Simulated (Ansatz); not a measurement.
MgI₂⁺, relaxed as a doublet with UKS r2SCAN-D4/def2-TZVP in Ansatz, starting from the r2SCAN-D4/def2-TZVP geometry of the neutral singlet. Force threshold 0.02 eV/Å.

In the def2 sets I takes a core potential; there is no spin–orbit coupling.

Start:

```xyz
3

Mg   -0.001    0.002    0.000
I    -2.155   -1.148    0.663
I     2.156    1.145   -0.663
```

**Question.** Estimate the energy that the relaxation releases and the steps that it takes.

**Answer.** 3.3 kJ/mol, in 3 steps; 8.5 s on 4 threads of Arm Neoverse V1 on a shared host. No frequencies were taken in this run, so the end may be a saddle point.

**Question.** Does the start keep its bonding and symmetry?

**Answer.** By distances, no bond broke or formed. The bond that changes most is Mg1–I3, from 2.53 to 2.60 Å (atoms count from 1). Point group D∞h at the start, D∞h at the end, both within 0.05 Å.

**Question.** Predict the relaxed structure.

**Answer.** 
```tsv
atom	x (Å)	y (Å)	z (Å)
Mg1	-0.001	0.002	0.000
I2	-2.212	-1.178	0.681
I3	2.213	1.176	-0.681
```
Bond lengths: 2 × I–Mg 2.60 Å.
